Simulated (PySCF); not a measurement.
selenium atom (Se), triplet; HF/cc-pVDZ (PySCF).

The PySCF input:
```python
from pyscf import gto, scf

mol = gto.Mole()
mol.atom = '''
    Se    0.00000000    0.00000000    0.00000000
'''
mol.basis = 'cc-pvdz'
mol.spin = 2
mol.verbose = 4
mol.build()

mf = scf.UHF(mol)
mf.kernel()
```

It wrote (shortened):

```
PySCF version 2.14.0

[INPUT] verbose = 4
[INPUT] num. atoms = 1
[INPUT] num. electrons = 34
[INPUT] charge = 0
[INPUT] spin (= nelec alpha-beta = 2S) = 2
[INPUT] symmetry False subgroup None
[INPUT] Mole.unit = angstrom
[INPUT] Symbol           X                Y                Z      unit          X                Y                Z       unit  Magmom
[INPUT]  1 Se     0.000000000000   0.000000000000   0.000000000000 AA    0.000000000000   0.000000000000   0.000000000000 Bohr   0.0

nuclear repulsion = 0
number of shells = 6
number of NR pGTOs = 77
number of NR cGTOs = 27
basis = cc-pvdz
ecp = {}

******** <class 'pyscf.scf.uhf.UHF'> ********
method = UHF
initial guess = minao
damping factor = 0
level_shift factor = 0
DIIS = <class 'pyscf.scf.diis.CDIIS'>
diis_start_cycle = 1
diis_space = 8
diis_damp = 0
SCF conv_tol = 1e-09
SCF conv_tol_grad = None
SCF max_cycles = 50
direct_scf = True
direct_scf_tol = 1e-13
number electrons alpha = 18  beta = 16
Set gradient conv threshold to 3.16228e-05
init E= -2398.62527906637

cycle= 1 E= -2399.78979464133  delta_E= -1.16  |g|= 0.0884  |ddm|= 0.72
cycle= 2 E= -2399.79651048843  delta_E= -0.00672  |g|= 0.0266  |ddm|= 0.12
cycle= 3 E= -2399.79709066902  delta_E= -0.00058  |g|= 0.00663  |ddm|= 0.0381
cycle= 4 E= -2399.79712736872  delta_E= -3.67e-05  |g|= 0.00133  |ddm|= 0.00991
cycle= 5 E= -2399.79712968246  delta_E= -2.31e-06  |g|= 0.000281  |ddm|= 0.00359
cycle= 6 E= -2399.79712979711  delta_E= -1.15e-07  |g|= 5.54e-05  |ddm|= 0.000916
cycle= 7 E= -2399.79712980206  delta_E= -4.94e-09  |g|= 1.1e-05  |ddm|= 0.000168
cycle= 8 E= -2399.79712980227  delta_E= -2.1e-10  |g|= 1.25e-06  |ddm|= 3.62e-05
Extra cycle  E= -2399.79712980227  delta_E= -2.27e-12  |g|= 4.77e-07  |ddm|= 2.37e-06
converged SCF energy = -2399.79712980227  <S^2> = 2.0063909  2S+1 = 3.0042576
```
